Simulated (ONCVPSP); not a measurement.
## Configuration tests for antimony (Sb) (ONCV)

ONCVPSP 4.0.1 input, shortened (lines: element, Z, core and valence counts, functional; n l f; lmax; l rc ep ncon nbas qcut; lloc lpopt rc5 dvloc0; l nproj debl; icmod fcfact rcfact), LDA (Perdew-Wang 92), scalar-relativistic:

```
  Sb 51.00    6    5  -001012      upf
    1    0    2.00
    2    0    2.00
    2    1    6.00
    3    0    2.00
    3    1    6.00
    3    2   10.00
    4    0    2.00
    4    1    6.00
    4    2   10.00
    5    0    2.00
    5    1    3.00
    2
    0    1.25    0.00    3    7    9.10
    1    1.10    0.00    4    8   16.00
    2    1.10    0.00    5    9    9.40
    4    5    1.05    0.00
    0    2    2.50
    1    2    1.10
    2    2    0.70
    3    5.00    1.40
```

In the d channel the program set the typed energies aside and used -1.233, 0.250 Ha.

Energies are relative to the spin-unpolarised reference configuration 4s2 4p6 4d10 5s2 5p3; without spin polarisation the order of configurations can differ from experiment.

| valence configuration | charge | ΔE all-electron (eV) | error AE − PS (meV) |
| --- | --- | --- | --- |
| 4s2 4p6 4d10 5s2 5p1 | +2 | 24.762 | -4.5 |
| 4s2 4p6 4d10 5s2 5p0 | +3 | 49.542 | -9.2 |
| 4s2 4p6 4d10 5s0 5p5 | 0 | 16.651 | -6.7 |

Q: What are ΔE and the potential's error for 4s2 4p6 4d10 5s2 5p2?

A: ΔE = 8.515 eV all-electron; the error (AE − PS) is -1.4 meV.
